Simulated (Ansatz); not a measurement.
Relaxation of CH₆AlNO (10 atoms, charge 0, multiplicity 1), to a largest force component of 0.015 eV/Å in at most 40 steps.

Computed with RKS r2SCAN-D4/6-31G* (Ansatz).

```xyz
10
Properties=species:S:1:pos:R:3:forces:R:3
C -1.300 0.207 -0.964 -2.70 2.94 -1.33
O -0.497 -0.863 -0.931 2.68 -2.21 2.02
Al 0.394 -0.869 0.666 1.72 0.91 -1.23
N 2.164 0.067 0.829 -3.43 -0.25 1.75
H -1.886 0.234 -1.962 0.72 0.04 1.22
H -2.113 0.222 -0.169 0.56 0.06 -0.39
H -0.748 1.207 -0.921 -0.51 -0.67 0.03
H -0.147 -1.611 1.939 -0.18 -0.09 0.07
H 1.953 0.832 1.579 0.76 -1.44 -1.66
H 2.264 0.522 -0.063 0.38 0.71 -0.48
```

**Question.** Where does it end, and by what steps?

**Answer.** It converged. After 17 steps the energy has fallen by 1.268 eV; O2 moved furthest, 1.05 Å.

```json
{"step": "0", "energy less start (eV)": "0.0000", "largest force component (eV/Å)": "3.430", "accepted": "yes"}
{"step": "1", "energy less start (eV)": "-0.6467", "largest force component (eV/Å)": "1.598", "accepted": "yes"}
{"step": "2", "energy less start (eV)": "-0.8787", "largest force component (eV/Å)": "2.719", "accepted": "yes"}
{"step": "3", "energy less start (eV)": "-0.9886", "largest force component (eV/Å)": "1.041", "accepted": "yes"}
{"step": "4", "energy less start (eV)": "-1.1083", "largest force component (eV/Å)": "0.241", "accepted": "yes"}
{"step": "5", "energy less start (eV)": "-1.1427", "largest force component (eV/Å)": "0.127", "accepted": "yes"}
{"step": "6", "energy less start (eV)": "-1.1700", "largest force component (eV/Å)": "0.158", "accepted": "yes"}
{"step": "7", "energy less start (eV)": "-1.1528", "largest force component (eV/Å)": "0.732", "accepted": "no"}
{"step": "8", "energy less start (eV)": "-1.1770", "largest force component (eV/Å)": "0.112", "accepted": "yes"}
{"step": "9", "energy less start (eV)": "-1.1850", "largest force component (eV/Å)": "0.114", "accepted": "yes"}
{"step": "10", "energy less start (eV)": "-1.1907", "largest force component (eV/Å)": "0.386", "accepted": "yes"}
{"step": "11", "energy less start (eV)": "-1.1997", "largest force component (eV/Å)": "0.427", "accepted": "yes"}
{"step": "12", "energy less start (eV)": "-1.2192", "largest force component (eV/Å)": "0.284", "accepted": "yes"}
{"step": "13", "energy less start (eV)": "-1.2412", "largest force component (eV/Å)": "0.479", "accepted": "yes"}
{"step": "14", "energy less start (eV)": "-1.2544", "largest force component (eV/Å)": "0.419", "accepted": "yes"}
{"step": "15", "energy less start (eV)": "-1.2667", "largest force component (eV/Å)": "0.060", "accepted": "yes"}
{"step": "16", "energy less start (eV)": "-1.2674", "largest force component (eV/Å)": "0.032", "accepted": "yes"}
{"step": "17", "energy less start (eV)": "-1.2678", "largest force component (eV/Å)": "0.011", "accepted": "yes"}
```

```xyz
10
Properties=species:S:1:pos:R:3
C -1.362 0.300 -1.039
O -1.038 -0.652 -0.057
Al 0.357 -0.847 0.906
N 1.735 0.266 0.758
H -1.570 -0.201 -1.995
H -2.266 0.853 -0.743
H -0.558 1.036 -1.211
H 0.393 -2.045 1.934
H 2.577 0.179 1.315
H 1.815 1.059 0.135
```

Run time: 74 s on 1 thread of AMD EPYC 7R43 64-Core Processor (Zen 3) (shared host), peak memory 0.18 GiB.
